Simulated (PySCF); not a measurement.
Species: C4H9ClOSi.
SMILES with atom numbers: `[Cl:1][CH2:2][C@@H:3]1[CH2:4][CH2:5][SiH2:6][O:7]1` (hydrogens: H8, H9 on C2; H10 on C3; H11, H12 on C4; H13, H14 on C5; H15, H16 on Si6)

The same species was optimised twice, with GFN2-xTB and with PBE0-D3(BJ)/def2-SVP (PySCF), and the same property calculations (PySCF, gas phase) were run on both structures.

```tsv
coordinate	GFN2-xTB	PBE0-D3(BJ)/def2-SVP	change
Si6–O7 (Å)	1.638	1.688	+0.050
C5–Si6 (Å)	1.906	1.887	-0.019
Cl1–C2 (Å)	1.772	1.784	+0.012
C3–O7 (Å)	1.409	1.418	+0.009
C2–C3 (Å)	1.524	1.515	-0.009
C4–C5 (Å)	1.528	1.536	+0.008
C3–C4 (Å)	1.533	1.533	0.000
C3–O7–Si6 (°)	115.2	112.5	-2.7
C2–C3–C4 (°)	113.2	114.5	+1.3
C5–Si6–O7 (°)	94.4	95.5	+1.1
C4–C5–Si6 (°)	101.6	100.6	-1.0
Cl1–C2–C3 (°)	110.5	111.1	+0.6
C4–C3–O7 (°)	109.2	108.6	-0.6
C3–C4–C5 (°)	107.3	107.9	+0.6
C2–C3–O7 (°)	107.3	106.9	-0.4
Cl1–C2–C3–C4 (°)	-65	-64	+1
```

Rotational constants: A = 4839, B = 911.0, C = 800.8 MHz (GFN2-xTB) against A = 4829, B = 898.8, C = 790.4 MHz (PBE0-D3(BJ)/def2-SVP). Point groups within 0.08 Å: C1 and C1.

On the GFN2-xTB structure: lowest singlet, TDDFT (eV) 7.27 [wB97X-D/def2-SVPD]; isotropic polarisability (au) 86.1 [wB97X-D/def2-SVPD]; HOMO (eV) -10.01 [wB97X-D/def2-SVPD]; LUMO (eV) 1.88 [wB97X-D/def2-SVPD]; dipole (D) 1.88 [wB97X-D/def2-SVPD]; HOMO (eV) -8.08 [PBE0/pcSseg-1]; LUMO (eV) 0.36 [PBE0/pcSseg-1]; dipole (D) 1.92 [PBE0/pcSseg-1]; GIAO shielding of Cl1 (ppm) 897.4 [PBE0/pcSseg-1]; GIAO shielding of C2 (ppm) 132.6 [PBE0/pcSseg-1]; GIAO shielding of C3 (ppm) 102.8 [PBE0/pcSseg-1]; GIAO shielding of C4 (ppm) 152.5 [PBE0/pcSseg-1]; GIAO shielding of C5 (ppm) 174.5 [PBE0/pcSseg-1]; GIAO shielding of Si6 (ppm) 347.4 [PBE0/pcSseg-1]; GIAO shielding of O7 (ppm) 281.7 [PBE0/pcSseg-1].

Problem. What do these properties become on the PBE0-D3(BJ)/def2-SVP structure?

Solution. 
```csv
property,level,on GFN2-xTB,on PBE0-D3(BJ)/def2-SVP,change
"lowest singlet, TDDFT (eV)",wB97X-D/def2-SVPD,7.27,7.19,-0.08
isotropic polarisability (au),wB97X-D/def2-SVPD,86.1,87.9,+1.8
HOMO (eV),wB97X-D/def2-SVPD,-10.01,-10.01,0.00
LUMO (eV),wB97X-D/def2-SVPD,1.88,1.83,-0.05
dipole (D),wB97X-D/def2-SVPD,1.88,1.88,0.00
"energy, GFN2-xTB geometry as zero (kcal/mol)",wB97X-D/def2-SVPD,0.0,-2.5,-2.5
HOMO (eV),PBE0/pcSseg-1,-8.08,-8.09,-0.01
LUMO (eV),PBE0/pcSseg-1,0.36,0.30,-0.06
dipole (D),PBE0/pcSseg-1,1.92,1.91,-0.01
"energy, GFN2-xTB geometry as zero (kcal/mol)",PBE0/pcSseg-1,0.0,-2.2,-2.2
GIAO shielding of Cl1 (ppm),PBE0/pcSseg-1,897.4,889.2,-8.2
GIAO shielding of C2 (ppm),PBE0/pcSseg-1,132.6,131.1,-1.5
GIAO shielding of C3 (ppm),PBE0/pcSseg-1,102.8,103.5,+0.7
GIAO shielding of C4 (ppm),PBE0/pcSseg-1,152.5,150.6,-1.9
GIAO shielding of C5 (ppm),PBE0/pcSseg-1,174.5,174.4,-0.1
GIAO shielding of Si6 (ppm),PBE0/pcSseg-1,347.4,342.6,-4.8
GIAO shielding of O7 (ppm),PBE0/pcSseg-1,281.7,273.6,-8.1
```

The heavy atoms differ by 0.038 Å rms after alignment. Among bonds between heavy atoms Si6–O7 changes most (+0.050 Å). Changes are differences of the printed values. Neither structure is proved a minimum here.

The pairwise dispersion term of wB97X-D wasn't added to the energies; at a given geometry it leaves orbitals and properties as they are.
